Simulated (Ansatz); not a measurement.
Cost and result for the atomization energy of `Cl[C]1=[CH][SnH2]1` (7 atoms, 7 bonds).

Charge 0, multiplicity 1. Correlated methods include outer-core shells of Sn, which these sets cover unevenly. Sn takes the def2 core potential. All single points use the PBE0-D4/def2-TZVP geometry. Program: Ansatz. All runs use 2 threads of an Intel Xeon 6975P-C on a shared host. Times are those of one run each, without the atoms' runs, and a repeat can differ threefold. Electronic energies, without spin–orbit coupling; frozen cores. CCSD(T)/CBS adds CCSD(T) − MP2 in def2-TZVPP to the MP2 limit, and its time is that of the two runs behind it. T1 = 0.015. With those shells the extrapolation isn't a true limit.

CCSD(T)/CBS is a level of theory with its own doubt, some kJ/mol a heavy atom from the limit and from the frozen cores, so smaller differences don't rank the functionals.

```
                             level  functions  wall time  atomization (kcal/mol)  difference from CCSD(T)/CBS  per bond
            LDA (SPW92)/def2-TZVPP        196     0.85 s                   622.0                         95.9      13.7
              revPBE-D4/def2-TZVPP        196      1.4 s                   526.1                          0.0       0.0
                PBE0-D4/def2-TZVPP        196        2 s                   528.2                          2.1       0.3
               BHLYP-D4/def2-TZVPP        196      2.1 s                   497.2                        -28.9      -4.1
           CAM-B3LYP-D4/def2-TZVPP        196      2.4 s                   519.1                         -7.0      -1.0
                  CCSD(T)/def2-SVP         87      2.5 s                   486.3                        -39.8      -5.7
r2SCAN-D4/def2-TZVPP (with forces)        196        3 s                   527.0                          0.9       0.1
             r2SCANh-D4/def2-TZVPP        196      3.2 s                   521.7                         -4.4      -0.6
                 B2PLYP/def2-TZVPP        196      3.7 s                   514.2                        -11.9      -1.7
               PBE-QIDH/def2-TZVPP        196        4 s                   522.1                         -4.0      -0.6
                    MP2/def2-QZVPP        356       12 s                   530.0                          3.9       0.5
                CCSD(T)/def2-TZVPP        196       30 s                   509.7                        -16.4      -2.3
                 CCSD(T)/CBS(def2)          –       41 s                   526.1                          0.0       0.0
```

In def2-TZVPP, CCSD(T) changes the Hartree–Fock value by +165.4 kcal/mol (the triples alone add +15.0 kcal/mol) and MP2 by +175.9 kcal/mol; breaking electron pairs costs correlation energy, which Hartree–Fock lacks. From BLYP to BHLYP (50 % exact exchange), in def2-TZVPP and without D4, the atomization energy moves by −20.7 kcal/mol: exact exchange takes away binding that semilocal exchange gives to molecules. Leaving LDA and LC-ωPBE aside and taking each functional with its dispersion term where it has one, the values, not all of them listed here, spread over 46.1 kcal/mol, from BHLYP-D4 to PBE-D4. LDA lies +82.8 kcal/mol from PBE without D4, its usual overbinding.

Spin–orbit coupling would lower the free Sn atoms strongly, and the atomization energy with them, by more than many differences here. For some Ge, Se and Sn compounds the MP2-based and the directly extrapolated limit differ by 10 to 25 kJ/mol.
